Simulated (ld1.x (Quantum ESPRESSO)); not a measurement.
**Pm (Z = 61), TM semilocal: configuration errors across variants**

```
Element                 : Pm (Z = 61)
Generator               : ld1.x (Quantum ESPRESSO) 7.5
Type                    : norm-conserving Troullier–Martins (semilocal form)
Functional              : revPBE
Relativity              : scalar-relativistic
Frozen core             : [Xe] 4f4
Valence charge          : 3
Reference configuration : 5d1 6s1.75 6p0.25
Partial waves           : 6s (bound): rc 3.80 bohr; 5d (bound): rc 2.65 bohr; 5f channel at 0.3 Ry: rc 3.55 bohr; 6p (bound): rc 4.20 bohr
Local potential         : the p channel
Core correction         : none
```

All-electron excitation energies from the reference (eV): (1) 5d1 6s2 6p0 -0.644; (2) 5d1 6s1 6p0 5.641; (3) 5d1 6s0 6p0 17.108; (4) 5d1 6s0 6p1 8.906; (5) 5d2 6s0 6p0 6.185; (6) 5d1 6s1.5 6p0 1.886; (7) 5d0 6s2 6p1 1.435.

In the semilocal form every listed channel keeps its own potential, so the choice of the local channel does not act on these tests. It acts once the file is put into the separable form.

A semilocal file is local in each channel, so a ghost entry of none says nothing of the separable form that plane-wave codes build from it.

2 further variants failed, have other tests or too few solved ones, and are left out.

Errors AE − PS in meV (a dash: test not solved or not reliable):

| change | (1) | (2) | (3) | (4) | (5) | (6) | (7) | bound ghosts |
| --- | --- | --- | --- | --- | --- | --- | --- | --- |
| base | -0.2 | -11 | +160 | +6.2 | +144 | -2.8 | +164 | none |
| wave 5f channel at 0.3 Ry: rc 3.55 bohr becomes 5f channel at 2.92 Ry: rc 3.55 bohr | -0.2 | -11 | +160 | +6.2 | +144 | -2.8 | +164 | none |
| local potential the d channel | -0.2 | -11 | +160 | +6.2 | +144 | -2.8 | +164 | none |
| wave 5d (bound): rc 2.65 bohr becomes 5d (bound): rc 2.04 bohr | -0.2 | -11 | +161 | +6.5 | +146 | -2.8 | +165 | none |
| all radii scaled by about 1.14 (s 4.34, p 4.80, d 3.04, f 4.06 bohr) | -0.3 | -11 | +132 | -13 | +146 | -2.6 | +147 | none |
| wave 6p (bound): rc 4.20 bohr becomes 6p (bound): rc 3.22 bohr | +0.2 | -12 | +157 | +53 | +145 | -2.8 | +164 | none |
| wave 5f channel at 0.3 Ry: rc 3.55 bohr becomes 5f channel at 0.3 Ry: rc 2.30 bohr | -0.2 | -11 | +160 | +6.2 | +144 | -2.8 | +164 | none |

Problem. Give the same row for: wave 6s (bound): rc 3.80 bohr becomes 6s (bound): rc 5.80 bohr.

Solution. -1.5, -6.7, -48, -137, +141, +0.2, +175; bound ghosts: none.
